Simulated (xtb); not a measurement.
C₉H₁₂, charge +1, doublet, geometry from GFN2-xTB (a state made from the parent by changing its charge; the spin is typed, not shown lowest); GFN2-xTB (xtb 6.7.1).

Here is a job for xtb.
```
$ xtb mol.xyz --gfn 2 --chrg 1 --uhf 1 --etemp 10000 --json

# file mol.xyz
21

C     -2.43669334    -1.55200020    -0.08752277
C     -1.19149595    -0.75729472    -0.03571278
C     -1.23061383     0.64248736    -0.09360560
C     -0.05778139     1.41037006    -0.05683572
C     -0.12015502     2.88602778    -0.10470733
C      1.17352787     0.74713323     0.04128671
C      1.24925311    -0.65114078     0.10125664
C      2.55649576    -1.33473413     0.19265404
C      0.05718192    -1.38831871     0.05747994
H     -2.33471581    -2.49205667     0.45078264
H     -3.28798115    -0.99073970     0.29106165
H     -2.66175972    -1.80879480    -1.12787572
H     -2.18583825     1.14134534    -0.17049871
H     -0.21182707     3.27944347     0.91313060
H     -0.99297513     3.23316785    -0.65375355
H      0.78668623     3.31330672    -0.52700580
H      2.08472623     1.32691550     0.06909461
H      3.30642363    -0.70617568     0.66770678
H      2.47581561    -2.28618631     0.71418849
H      2.92157467    -1.55853846    -0.81513215
H      0.10155580    -2.46686650     0.10254250
```

Question: Predict the main parts of the log of this xtb run.

Answer: 
```
   ID    Z sym.   atoms
    1    6 C      1-9
    2    1 H      10-21

           -------------------------------------------------
          |                Calculation Setup                |
           -------------------------------------------------

           -------------------------------------------------
          |                 G F N 2 - x T B                 |
           -------------------------------------------------

          ...................................................
          :                      SETUP                      :
          :.................................................:
          :  # basis functions                  48          :
          :  # atomic orbitals                  48          :
          :  # shells                           30          :
          :  # electrons                        47          :
          :  max. iterations                   250          :
          :  Hamiltonian                  GFN2-xTB          :
          :  restarted?                      false          :
          :  GBSA solvation                  false          :
          :  PC potential                    false          :
          :  electronic temp.        10000.0000000     K    :
          :  accuracy                    1.0000000          :
          :  -> integral cutoff          0.2500000E+02      :
          :  -> integral neglect         0.1000000E-07      :
          :  -> SCF convergence          0.1000000E-05 Eh   :
          :  -> wf. convergence          0.1000000E-03 e    :
          :  Broyden damping             0.4000000          :
          :  net charge                          1          :
          :  unpaired electrons                  1          :
          ...................................................

 iter      E             dE          RMSdq      gap      omega  full diag
   1    -25.4243828 -0.254244E+02  0.387E+00    4.60       0.0  T
   2    -25.4486536 -0.242708E-01  0.218E+00    4.45       1.0  T
   3    -25.4444253  0.422833E-02  0.922E-01    4.55       1.0  T
   4    -25.4519325 -0.750729E-02  0.170E-01    4.47       1.0  T
   5    -25.4520599 -0.127339E-03  0.700E-02    4.47       1.0  T
   6    -25.4521046 -0.447110E-04  0.358E-02    4.48       1.0  T
   7    -25.4521054 -0.764937E-06  0.342E-03    4.48       6.4  T
   8    -25.4521055 -0.149946E-06  0.145E-03    4.48      15.1  T
   9    -25.4521056 -0.411803E-07  0.760E-04    4.48      28.7  T
  10    -25.4521056 -0.112803E-07  0.123E-04    4.48     176.8  T

   *** convergence criteria satisfied after 10 iterations ***

         :::::::::::::::::::::::::::::::::::::::::::::::::::::
         ::                     SUMMARY                     ::
         :::::::::::::::::::::::::::::::::::::::::::::::::::::
         :: total energy             -25.002235766952 Eh    ::
         :: gradient norm              0.016049285287 Eh/a0 ::
         :: HOMO-LUMO gap              4.475564734373 eV    ::
         ::.................................................::
         :: SCC energy               -25.452047617254 Eh    ::
         :: -> isotropic ES            0.076257459902 Eh    ::
         :: -> anisotropic ES         -0.015196138468 Eh    ::
         :: -> anisotropic XC          0.017970951332 Eh    ::
         :: -> dispersion             -0.014150475706 Eh    ::
         :: repulsion energy           0.449811850301 Eh    ::
         :: add. restraining           0.000000000000 Eh    ::
         :: total charge               1.000000000003 e     ::
         :::::::::::::::::::::::::::::::::::::::::::::::::::::

           -------------------------------------------------
          |                Property Printout                |
           -------------------------------------------------

    * Orbital Energies and Occupations

         #    Occupation            Energy/Eh            Energy/eV
      -------------------------------------------------------------
         1        1.9999           -0.8241524             -22.4263
       ...           ...                  ...                  ...
        12        1.9840           -0.6604704             -17.9723
        13        1.9751           -0.6462068             -17.5842
        14        1.9749           -0.6459154             -17.5763
        15        1.9718           -0.6421115             -17.4727
        16        1.9717           -0.6420587             -17.4713
        17        1.9559           -0.6275966             -17.0778
        18        1.9558           -0.6274827             -17.0747
        19        1.9186           -0.6072565             -16.5243
        20        1.9140           -0.6053966             -16.4737
        21        1.8807           -0.5941650             -16.1681
        22        1.8802           -0.5940305             -16.1644
        23        1.7107           -0.5614852             -15.2788
        24        1.7090           -0.5612542             -15.2725 (HOMO)
        25        0.1135           -0.3967802             -10.7969 (LUMO)
        26        0.1124           -0.3964508             -10.7880
        27        0.0028           -0.2763814              -7.5207
        28        0.0000           -0.0720939              -1.9618
        29        0.0000           -0.0407173              -1.1080
        30        0.0000           -0.0307700              -0.8373
        31        0.0000           -0.0305828              -0.8322
        32        0.0000            0.0123306               0.3355
        33        0.0000            0.0125016               0.3402
        34        0.0000            0.0389356               1.0595
        35        0.0000            0.0394396               1.0732
       ...           ...                  ...                  ...
        48                          0.4467322              12.1562
      -------------------------------------------------------------
                  HL-Gap            0.1644740 Eh            4.4756 eV
             Fermi-level           -0.4963320 Eh          -13.5059 eV

     #   Z          covCN         q      C6AA      α(0)
     1   6 C        3.759    -0.120    22.840     6.813
     2   6 C        2.956     0.051    26.847     8.499
     3   6 C        2.922    -0.029    28.730     8.790
     4   6 C        2.956     0.051    26.847     8.499
     5   6 C        3.759    -0.120    22.840     6.813
     6   6 C        2.922    -0.029    28.728     8.790
     7   6 C        2.956     0.051    26.847     8.499
     8   6 C        3.759    -0.120    22.840     6.813
     9   6 C        2.923    -0.029    28.734     8.791
    10   1 H        0.925     0.109     1.707     2.043
    11   1 H        0.925     0.108     1.713     2.047
    12   1 H        0.924     0.119     1.622     1.991
    13   1 H        0.926     0.095     1.832     2.116
    14   1 H        0.924     0.119     1.620     1.990
    15   1 H        0.925     0.109     1.709     2.044
    16   1 H        0.925     0.108     1.712     2.046
    17   1 H        0.926     0.095     1.832     2.116
    18   1 H        0.925     0.108     1.712     2.046
    19   1 H        0.925     0.109     1.708     2.044
    20   1 H        0.924     0.119     1.621     1.991
    21   1 H        0.926     0.095     1.831     2.116

 Mol. C6AA /au·bohr⁶  :       3796.497181
 Mol. C8AA /au·bohr⁸  :      90900.969972
 Mol. α(0) /au        :         96.898852

Wiberg/Mayer (AO) data.
largest (>0.10) Wiberg bond orders for each atom

 ---------------------------------------------------------------------------
     #   Z sym  total        # sym  WBO       # sym  WBO       # sym  WBO
 ---------------------------------------------------------------------------
     1   6 C    3.838 --     2 C    1.036    11 H    0.934    10 H    0.932
                            12 H    0.903
     2   6 C    3.746 --     3 C    1.312     9 C    1.310     1 C    1.036
     3   6 C    3.673 --     2 C    1.312     4 C    1.310    13 H    0.933
     4   6 C    3.745 --     6 C    1.311     3 C    1.310     5 C    1.037
     5   6 C    3.838 --     4 C    1.037    16 H    0.933    15 H    0.932
                            14 H    0.903
     6   6 C    3.673 --     7 C    1.311     4 C    1.311    17 H    0.933
     7   6 C    3.746 --     6 C    1.311     9 C    1.310     8 C    1.036
     8   6 C    3.838 --     7 C    1.036    18 H    0.933    19 H    0.932
                            20 H    0.903
     9   6 C    3.672 --     7 C    1.310     2 C    1.310    21 H    0.933
    10   1 H    0.948 --     1 C    0.932
    11   1 H    0.949 --     1 C    0.934
    12   1 H    0.935 --     1 C    0.903
    13   1 H    0.957 --     3 C    0.933
    14   1 H    0.934 --     5 C    0.903
    15   1 H    0.949 --     5 C    0.932
    16   1 H    0.949 --     5 C    0.933
    17   1 H    0.957 --     6 C    0.933
    18   1 H    0.949 --     8 C    0.933
    19   1 H    0.948 --     8 C    0.932
    20   1 H    0.935 --     8 C    0.903
    21   1 H    0.957 --     9 C    0.933
 ---------------------------------------------------------------------------

Topologies differ in total number of bonds
Writing topology from bond orders to xtbtopo.mol

molecular dipole:
                 x           y           z       tot (Debye)
 q only:        0.001      -0.005      -0.037
   full:        0.002      -0.007      -0.052       0.132
molecular quadrupole (traceless):
                xx          xy          yy          xz          yz          zz
 q only:        8.064      -0.009       8.254       1.380      -0.190     -16.318
  q+dip:        9.343      -0.021       9.588       1.594      -0.096     -18.931
   full:        8.122      -0.028       8.358       1.381       0.045     -16.481

           -------------------------------------------------
          | TOTAL ENERGY              -25.002235766952 Eh   |
          | GRADIENT NORM               0.016049285287 Eh/α |
          | HOMO-LUMO GAP               4.475564734373 eV   |
           -------------------------------------------------

normal termination of xtb
```
